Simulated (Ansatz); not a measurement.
`[Br][GaH][Br]` and `[F][Ga]([Br])[Br]` differ in one atom or group.

Ansatz, PBE0-D4/def2-TZVP geometries, multiplicity 1. 

Scalar relativity is left out up to krypton.

```json
{"property": "LUMO energy (B3LYP/def2-TZVPP) / eV", "`[Br][GaH][Br]`": "-2.12"}
{"property": "HOMO–LUMO gap (PBE0/def2-TZVPP) / eV", "`[Br][GaH][Br]`": "6.63"}
{"property": "HOMO energy (ωB97M-V/def2-TZVPP) / eV", "`[Br][GaH][Br]`": "-10.70"}
{"property": "size of the dipole moment (ωB97M-V/def2-TZVPP) / D", "`[Br][GaH][Br]`": "1.49"}
{"property": "ideal-gas entropy at 298 K and 1 bar (rigid rotor, harmonic PBE0-D4/def2-TZVP) / J/(mol·K)", "`[Br][GaH][Br]`": "323"}
{"property": "HOMO–LUMO gap (B3LYP/def2-TZVPP) / eV", "`[Br][GaH][Br]`": "6.11"}
```

Problem. What does the change do to each property? (Best estimate.)

Solution. Computed: 
```
                                                                                  property  `[F][Ga]([Br])[Br]`  shift
                                                       LUMO energy (B3LYP/def2-TZVPP) / eV                -2.51  -0.39
                                                      HOMO–LUMO gap (PBE0/def2-TZVPP) / eV                 6.83   0.20
                                                     HOMO energy (ωB97M-V/def2-TZVPP) / eV               -11.22  -0.52
                                        size of the dipole moment (ωB97M-V/def2-TZVPP) / D                 1.08  -0.41
ideal-gas entropy at 298 K and 1 bar (rigid rotor, harmonic PBE0-D4/def2-TZVP) / J/(mol·K)                  347     24
                                                     HOMO–LUMO gap (B3LYP/def2-TZVPP) / eV                 6.22   0.11
```

With PBE0 the HOMO falls by 0.50 eV and the LUMO falls by 0.30 eV, so the gap widens by about 0.20 eV. PBE moves the HOMO by -0.45 eV and ωB97M-V by -0.52 eV. Dipoles are sizes alone; their direction can turn.

B3LYP here is the variant with VWN-RPA as its local correlation; programs differ in this.

Spin–orbit coupling is left out; it splits and shifts lone-pair levels of the heavy atoms by tenths of an eV.
